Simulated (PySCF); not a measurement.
PySCF input for CH5O, SMILES C[OH2+], charge +1, PBE0/pcJ-1. Geometry: B3LYP-D3(BJ)/def2-TZVP. The isomer is the one that the SMILES or the coordinates give; other isomers of the formula were not compared.

```python
import numpy as np
from pyscf import gto, scf, dft
from pyscf.prop.ssc import rks as ssc

mol = gto.M(
    atom='''
    C    -0.79683406   -0.01800754   -0.00000000
    O     0.71864553    0.08664370    0.00000000
    H    -1.10432982    0.50540524    0.89846570
    H    -1.10432983    0.50540525   -0.89846568
    H    -1.06306519   -1.07013768   -0.00000001
    H     1.15178248   -0.26288858    0.80224671
    H     1.15178247   -0.26288857   -0.80224673
    ''',
    basis='pcJ-1',
    charge=1,
    spin=0,
    max_memory=1600,
    verbose=3,
)
mf = dft.RKS(mol, xc='pbe0')
mf.grids.level = 3
mf.conv_tol = 1e-10
mf.max_cycle = 100
mf.kernel()
j = ssc.SSC(mf)
j.with_fcsd = True
j.max_cycle_cphf = 80
j.conv_tol = 1e-7
e11 = j.kernel()
```

Output:

```
converged SCF energy = -115.893125994505
Reduced spin-spin coupling constant K (Hz)
               #0        #1        #2        #3        #4
        0 C    0.00000
        1 O  -12.87680   0.00000
        2 H   20.86292   1.37932   0.00000
        3 H   20.86275   1.37945  -0.45103   0.00000
        4 H   20.70081  -0.12705  -0.31112  -0.31109   0.00000
        5 H   -0.03391  26.38961   0.02830   0.35065  -0.01867
        6 H   -0.03384  26.38907   0.35062   0.02829  -0.01868
               #5        #6
        5 H    0.00000
        6 H   -0.13109   0.00000
Spin-spin coupling constant J (Hz)
               #0        #1        #2        #3        #4
        0 C    0.00000
        1 O   13.70319   0.00000
        2 H  163.70958  -5.83626   0.00000
        3 H  163.70827  -5.83681 -14.07223   0.00000
        4 H  162.43750   0.53760  -9.70695  -9.70615   0.00000
        5 H   -0.26611 -111.66110   0.88285  10.94021  -0.58253
        6 H   -0.26554 -111.65884  10.93949   0.88263  -0.58295
               #5        #6
        5 H    0.00000
        6 H   -4.09009   0.00000
```

Self-consistency was reached.

Cost: around 60 core-seconds (rough).
